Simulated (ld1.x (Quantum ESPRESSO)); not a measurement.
# Ranking TM potentials for Si

All share these settings but for the change named:

```
Element                 : silicon
Generator               : ld1.x (Quantum ESPRESSO) 7.5
Type                    : norm-conserving Troullier–Martins (Kleinman–Bylander form)
Functional              : PBE
Relativity              : non-relativistic
Frozen core             : [He]
Valence charge          : 12
Reference configuration : 2s2 2p6 3s1.75 3p2.25
Partial waves           : 2s (bound): rc 0.75 bohr; 2p (bound): rc 0.50 bohr
Local potential         : all-electron potential smoothed inside 0.50 bohr (lloc = -2)
Core correction         : none
```

Occupied shells without a wave of their own: 3p, 3s. They enter only through the test configuration that unscreens the potential.

Test errors are all-electron minus pseudo excitation energies from the reference, over 2s2 2p6 3s2 3p2; 2s2 2p6 3s2 3p1; 2s2 2p6 3s2 3p0; 2s2 2p5 3s2 3p2; 2s2 2p6 3s2 3p1.5; 2s2 2p6 3s2 3p2.3; 2s2 2p6 3s0 3p0. None of these files shows a bound ghost.

The base gives 290.7 meV.

Of 10 variants that were run, those that failed, showed a ghost or another fault, or gave nearly equal values are left out.

Question: Rank these variants by their largest absolute test error, smallest first.
A. local potential all-electron potential smoothed inside 0.30 bohr (lloc = -2)
B. local potential all-electron potential smoothed inside 0.86 bohr (lloc = -2)
C. local potential all-electron potential smoothed inside 0.62 bohr (lloc = -2)
D. local potential all-electron potential smoothed inside 0.44 bohr (lloc = -2)

Answer: C (190.4 meV), D (368.3 meV), A (448.4 meV), B (655.8 meV).
